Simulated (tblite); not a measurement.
C₄H₁₀Cl₂Si.
Structure used (GFN2-xTB), in Å, numbered top down from 1:
```
atom  x, y, z in Å
C1    -1.425    0.248   -1.347
C2    -0.449    0.370   -0.187
Si3   -1.166   -0.367    1.438
Cl4   -0.260    2.139    0.161
C5     0.910   -0.181   -0.607
C6     1.986   -0.028    0.453
Cl7    3.523   -0.715   -0.133
H8    -1.593   -0.803   -1.574
H9    -1.036    0.738   -2.239
H10   -2.381    0.704   -1.097
H11   -0.382    0.107    2.573
H12   -2.547    0.094    1.538
H13   -1.113   -1.826    1.322
H14    1.242    0.321   -1.521
H15    0.783   -1.242   -0.837
H16    2.172    1.021    0.682
H17    1.728   -0.566    1.365
```

Computed with GFN2-xTB (tblite): harmonic, unscaled wavenumbers at the GFN2-xTB geometry, gas phase. Against measured fundamentals such values can be off by several per cent, at times by over 20. Modes of hydrogen on silicon can be 10 to 20 % off. One conformer, not necessarily the lowest.

Harmonic wavenumbers (cm⁻¹): 59.5, 88.0, 120.5, 152.6, 170.0, 214.3, 235.3, 245.8, 317.2, 347.7, 416.1, 519.3, 565.0, 579.6, 696.6, 750.4, 757.9, 777.4, 790.0, 808.0, 953.2, 1001.1, 1050.4, 1083.4, 1114.3, 1147.0, 1187.9, 1232.0, 1262.2, 1330.7, 1412.1, 1440.6, 1473.9, 1485.3, 1498.0, 2263.6, 2305.0, 2307.3, 2954.5, 2969.9, 2982.6, 2992.4, 3009.6, 3020.8, 3039.1.

A = 2054, B = 752.7, C = 691.1 MHz; mass 155.993 u (most abundant isotopes); point group C1, symmetry number 1.

What is the zero-point energy?

Half the sum of the wavenumbers: 27564 cm⁻¹ = 78.81 kcal/mol.

Entropy at 350 K, 1 bar (ideal gas, RRHO, classical rotation)?

Translation 41.87, rotation 30.57, vibration 34.32: S = 106.7 cal/(mol K).

And Cp and H(350 K) − H(0)?

Cp = 42.88 cal/(mol K), of which vibrations give 34.93 (their classical limit is 45 R = 89.4); H(350 K) − H(0) = 9.17 kcal/mol without the zero-point energy, 6.39 from vibrations.

What must be added to the electronic energy to get the Gibbs energy at 350 K and 1 bar?

ZPE + [H(350 K) − H(0)] − T·S = 78.81 + 9.17 − 37.36 = 50.62 kcal/mol.

How do the functions run with temperature in this model?

```json
{"T (K)": "150", "S (cal/(mol K))": "79.1", "Cp (cal/(mol K))": "24.6", "H − H(0) (kcal/mol)": "2.39", "G − H(0) (kcal/mol)": "-9.47", "ln q(vib)": "2.72"}
{"T (K)": "250", "S (cal/(mol K))": "93.9", "Cp (cal/(mol K))": "34.0", "H − H(0) (kcal/mol)": "5.32", "G − H(0) (kcal/mol)": "-18.15", "ln q(vib)": "5.42"}
{"T (K)": "298.15", "S (cal/(mol K))": "100.2", "Cp (cal/(mol K))": "38.4", "H − H(0) (kcal/mol)": "7.07", "G − H(0) (kcal/mol)": "-22.82", "ln q(vib)": "6.71"}
{"T (K)": "400", "S (cal/(mol K))": "112.7", "Cp (cal/(mol K))": "46.9", "H − H(0) (kcal/mol)": "11.42", "G − H(0) (kcal/mol)": "-33.68", "ln q(vib)": "9.38"}
{"T (K)": "600", "S (cal/(mol K))": "134.4", "Cp (cal/(mol K))": "59.7", "H − H(0) (kcal/mol)": "22.17", "G − H(0) (kcal/mol)": "-58.45", "ln q(vib)": "14.41"}
{"T (K)": "900", "S (cal/(mol K))": "161.1", "Cp (cal/(mol K))": "72.1", "H − H(0) (kcal/mol)": "42.10", "G − H(0) (kcal/mol)": "-102.91", "ln q(vib)": "21.31"}
```

q(vib) and H(0) count from the zero-point level.

Hindered rotation and anharmonicity are outside this model. Other conformers, if any are populated, would add a mixing term that is left out. The structure is chiral; the term R ln 2 for an equal mix with its mirror image is left out.
